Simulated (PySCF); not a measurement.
C₃H₈FIn, singlet, at a GFN2-xTB geometry (such geometries of metal compounds can be far from the true shape) (core potentials on In). Base run: DF-PBE/def2-SV(P) in PySCF.

The PySCF input:
```python
from pyscf import gto, scf, dft

mol = gto.M(
    atom='''
In    0.11936102    0.22882775    0.21106917
F     0.57318407   -1.63773890    0.75446724
C     1.10013966    1.59247352    1.71777359
H     1.91830213    2.12707571    1.24291698
H     1.47398498    0.93620678    2.49818013
H     0.37268495    2.29374568    2.11637939
C    -1.18196829    0.09321262   -1.65959226
C    -1.25893880   -1.34264152   -2.13265751
H    -0.73201294    0.74966737   -2.40452359
H    -2.16096093    0.48581702   -1.38342088
H    -1.65601089   -1.98581412   -1.34633528
H    -0.26976701   -1.71467865   -2.40228087
H    -1.90896221   -1.42319729   -3.00665369
''',
    basis='def2-sv(p)',
    ecp={'In': 'def2-sv(p)'},
    verbose=4,
    max_memory=1800,
)

mf = dft.RKS(mol)
mf.xc = 'pbe'
mf = mf.density_fit(auxbasis='def2-universal-jkfit')
mf.kernel()
```

The job was repeated with other settings on one machine. Differences are taken from the largest basis of the def2 family in the series, which isn't the basis-set limit (def2-TZVPP: -408.961843 Eh). The cheapest run took around 20 core-seconds (rough).

```json
[
 {"setting": "def2-SV(P)", "basis functions": "98", "cost, times the cheapest (rough)": "1", "difference in total energy (mEh)": "296.61"},
 {"setting": "def2-SVP", "basis functions": "122", "cost, times the cheapest (rough)": "1", "difference in total energy (mEh)": "276.55"},
 {"setting": "def2-TZVP", "basis functions": "222", "cost, times the cheapest (rough)": "3", "difference in total energy (mEh)": "2.91"},
 {"setting": "def2-TZVPP", "basis functions": "286", "cost, times the cheapest (rough)": "4", "difference in total energy (mEh)": "reference"}
]
```

Times come from a shared machine, hold the start-up and are rough. Total energies converge more slowly with the basis than energy differences do.
